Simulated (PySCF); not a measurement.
Structure problem from calculated spectra and properties.

Elements present: C, H, O and Si. Monoisotopic mass: 138.0501 u.

| Quantity | Value |
| --- | --- |
| 1H NMR | chemical shifts (computed TMS as zero) by class: 7.22 (1 H), 6.39 (1 H), 4.60 (2 H), 2.54 (3 H), 0.37 (3 H) ppm [GIAO PBE0/pcSseg-1] |
| Dipole | 2.86 D [PBE0/pcSseg-1] |
| 13C NMR | chemical shifts (computed TMS as zero) by class: 197.8 (1 C), 146.0 (1 C), 133.9 (1 C), 113.5 (1 C), 103.5 (1 C), 32.9 (1 C), -4.9 (1 C) ppm [GIAO PBE0/pcSseg-1] |
| Rotational structure | rotational constants A, B, C: 3.225, 0.545, 0.472 GHz [GFN2-xTB] |
| NMR, other nuclei | isotropic shieldings of nuclei other than C and H, by class: -297 (1 O), 418 (1 Si) ppm [GIAO PBE0/pcSseg-1] |

Gas-phase values; electronic properties from PySCF, density fitting. Levels stand in brackets. One conformer (not necessarily the lowest) at the GFN2-xTB geometry, without solvent, vibrations or thermal averaging. Each NMR value is the plain mean over a class of atoms that symmetry, rotation or inversion makes alike.

Problem. Which formula fits the mass and the elements?

Solution. C7H10OSi (calculated 138.0501). No other formula that holds each of these elements comes within 0.0003 u with a fitting electron parity and a possible valence count.

Problem. Give a SMILES that accounts for the data.

Solution. Numbering: `[CH2:1]=[C:2]([C:3]#[C:4][SiH2:5][CH3:6])[C:7]([CH3:8])=[O:9]`. Its formula, C7H10OSi, gives 4 degrees of unsaturation: 0 rings and 4 π bonds in the structure found. 7 carbons fall into 7 classes; from least to most shielded: ketone carbonyl carbon [C7] (197.8 ppm), terminal =CH2 carbon [C1] (146.0 ppm), fully substituted alkene carbon [C2] (133.9 ppm), alkyne carbon [C3] (113.5 ppm), alkyne carbon [C4] (103.5 ppm), methyl carbon next to a carbonyl [C8] (32.9 ppm), Si-methyl carbon [C6] (-4.9 ppm). Hydrogen classes from least to most shielded: 1 H on a terminal =CH2 carbon, C1 (7.22 ppm), 1 H on a terminal =CH2 carbon, C1 (6.39 ppm), 2 H on an SiH2 silicon, Si5 (4.60 ppm), 3 H on a methyl carbon next to a carbonyl, C8 (2.54 ppm, a mean of values up to 0.7 ppm apart in this geometry), 3 H on an Si-methyl carbon, C6 (0.37 ppm). The other shieldings belong to: -297 ppm, ketone oxygen [O9]; 418 ppm, SiH2 silicon [Si5]. The optimised geometry has point group Cs and is an asymmetric top. Structure: `C=C(C#C[SiH2]C)C(C)=O`. Computed isomers that give other values at the same levels: `C=C[C@H](C)C1=C[SiH2]C1=O` (13C chemical shifts (computed TMS as zero) by class: 224.1 (1 C), 194.0 (1 C), 175.0 (1 C), 149.4 (1 C), 120.5 (1 C), 52.1 (1 C), 21.7 (1 C) ppm); `c1coc([C@@H]2CC[SiH2]2)c1` (13C chemical shifts (computed TMS as zero) by class: 163.8 (1 C), 145.3 (1 C), 117.3 (1 C), 109.5 (1 C), 30.2 (1 C), 29.8 (1 C), 6.2 (1 C) ppm); `C#CC1=C[C@@H](C)[Si@H](O)C1` (13C chemical shifts (computed TMS as zero) by class: 156.4 (1 C), 127.9 (1 C), 88.0 (1 C), 87.4 (1 C), 33.7 (1 C), 27.5 (1 C), 18.0 (1 C) ppm). The assignments are read from this structure; whether some other isomer fits the data as well wasn't checked.

Shape of the structure used: `[CH2:1]=[C:2]([C:3]#[C:4][SiH2:5][CH3:6])[C:7]([CH3:8])=[O:9]`: C1–C2–C7–C8 180°.
